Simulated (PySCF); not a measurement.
A calculated (BP86, PySCF 2.14, aug-cc-pVDZ-DK, the spin-free X2C one-electron Hamiltonian (Gaussian nucleus)) atom or ion has these occupied shells.

| shell | electrons | orbital energy (eV) | rms radius, mean of both spins (bohr) |
| --- | --- | --- | --- |
| 1s α | 1 | -5885.2 | 0.0734 |
| 1s β | 1 | -5885.2 | 0.0734 |
| 2s α | 1 | -673.77 | 0.318 |
| 2s β | 1 | -672.25 | 0.318 |
| 2p α | 3 | -567.25 | 0.288 |
| 2p β | 3 | -566.07 | 0.288 |
| 3s α | 1 | -81.902 | 0.972 |
| 3s β | 1 | -77.537 | 0.972 |
| 3p α | 3 | -53.410 | 1.06 |
| 3p β | 3 | -49.091 | 1.06 |
| 3d α | 5 | -10.800 | 1.60 |

Task: Name the element and its charge.

Result: Cr⁺ (chromium, charge +1), in [Ar] 3d5, high-spin 6S determinant.
